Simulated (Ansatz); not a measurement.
K2Cl2. The state is a quintet with charge 0. Geometry PBE0-D4/def2-TZVP; atoms count from 1.

```xyz
4

K    -2.1534    0.4611   -1.3754
K     2.1533   -0.4611    1.3755
Cl   -1.6439   -2.6846    1.6740
Cl    1.6440    2.6846   -1.6740
```

In the quintet geometry the species has come apart into loosely held pieces. At PBE0-D4/def2-TZVP a singlet of charge 0 lies 10.00 eV below the quintet, each at its own geometry. The structure comes from a short search, and lower isomers may exist.

Estimate the Mulliken populations from the PBE0/def2-TZVP orbitals of Ansatz.


```csv
atom,charge (e),spin (α − β)
K1,-0.03,1.00
K2,-0.03,1.00
Cl3,0.03,1.00
Cl4,0.03,1.00
```
Mulliken values and Mayer orders depend strongly on the basis.

Where does the spin sit?

Summed by element: K 1.99, Cl 2.01, of 4 unpaired in all. Largest on single atoms: Cl3 1.00, Cl4 1.00, K1 1.00.
